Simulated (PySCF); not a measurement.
Compound: C₃H₁₃ClOSi₃.
Atom-mapped SMILES: `[CH3:1][CH2:2][C@@H:3]([Cl:4])[Si@@H:5]([SiH3:6])[O:7][SiH3:8]` (hydrogens: H9, H10, H11 on C1; H12, H13 on C2; H14 on C3; H15 on Si5; H16, H17, H18 on Si6; H19, H20, H21 on Si8)

Method used: PBE0-D3(BJ)/def2-SVP geometry optimisation, gas phase in PySCF 2.14.0.

Some entries are withheld. Bonds in one row agree within 0.01 Å.

```csv
coordinate,value
C1–C2,?
C2–C3,1.522 Å
C3–Cl4,1.817 Å
C3–Si5,?
Si5–Si6,?
Si5–O7,?
O7–Si8,1.664 Å
"C1–H9, C1–H10, C1–H11",1.101 Å
C2–H12,1.103 Å
C2–H13,1.102 Å
C3–H14,1.103 Å
Si5–H15,1.494 Å
"Si6–H16, Si6–H17, Si6–H18",1.495 Å
"Si8–H19, Si8–H20, Si8–H21",1.492 Å
C1–C2–C3,112.7°
C2–C3–Cl4,?
C2–C3–Si5,?
Cl4–C3–Si5,104.1°
C3–Si5–Si6,108.4°
C3–Si5–O7,?
Si6–Si5–O7,111.6°
Si5–O7–Si8,140.8°
```

Q: Estimate the withheld lengths and angles.

A: 
- C1–C2 = 1.522 Å, drawn single (methyl carbon to chain CH2 carbon); equal to the sum of covalent radii, 1.52 Å.
- C3–Si5 = 1.904 Å, drawn single (sp3 C–Cl carbon to oxygen-bound silicon); 0.03 Å above the sum of covalent radii, 1.87 Å.
- Si5–Si6 = 2.349 Å, drawn single (oxygen-bound silicon to SiH3 silicon); 0.13 Å above the sum of covalent radii, 2.22 Å.
- Si5–O7 = 1.662 Å, drawn single (oxygen-bound silicon to siloxane oxygen); 0.11 Å below the sum of covalent radii, 1.77 Å.
- C2–C3–Cl4 = 109.6°, at the sp3 C–Cl carbon; the outer atoms are 2.734 Å apart.
- C2–C3–Si5 = 116.4°, at the sp3 C–Cl carbon; the outer atoms are 2.919 Å apart.
- C3–Si5–O7 = 107.7°, at the oxygen-bound silicon; the outer atoms are 2.883 Å apart.

Radii are Cordero's, carbon taken as 0.76, 0.73 or 0.69 Å for four, three, and two or fewer neighbours.

PBE0-D3(BJ)/def2-SVP frequencies: not computed here. The numbers are those of one conformer (C1–C2–C3–Cl4 175°, C2–C3–Si5–Si6 -173°, C3–Si5–O7–Si8 -61°).
